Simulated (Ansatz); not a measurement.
Basis-set extrapolation for C3H6SSi (`CC#CS[SiH3]`) (PBE0-D4/def2-TZVP geometry, frozen core, Ansatz). Multiplicity 1, RHF reference.

|  | def2-TZVPP | def2-QZVPP |
| --- | --- | --- |
| HF | -803.584935 | -803.609987 |
| MP2 correlation | -0.774427 | -0.829557 |
| CCSD(T) correlation | -0.862516 | not run |

Energies in hartree. Use E(X) = E(∞) + A·exp(−7.88·√X) for Hartree–Fock and E(X) = E(∞) + B·X^(−2.97) for correlation, with X = 3 and 4, and add CCSD(T) minus MP2 of the smaller set to the MP2 limit.

What is the CCSD(T) energy at the basis-set limit?

HF limit: -803.609987 + (-0.025052) × 0.13774 = -803.61344. MP2 limit: -0.829557 + (-0.055130) × 0.74074 = -0.87039. Higher-order term: -0.862516 − (-0.774427) = -0.08809. Total: -804.57192 hartree, 326.8 kJ/mol below CCSD(T)/def2-TZVPP.
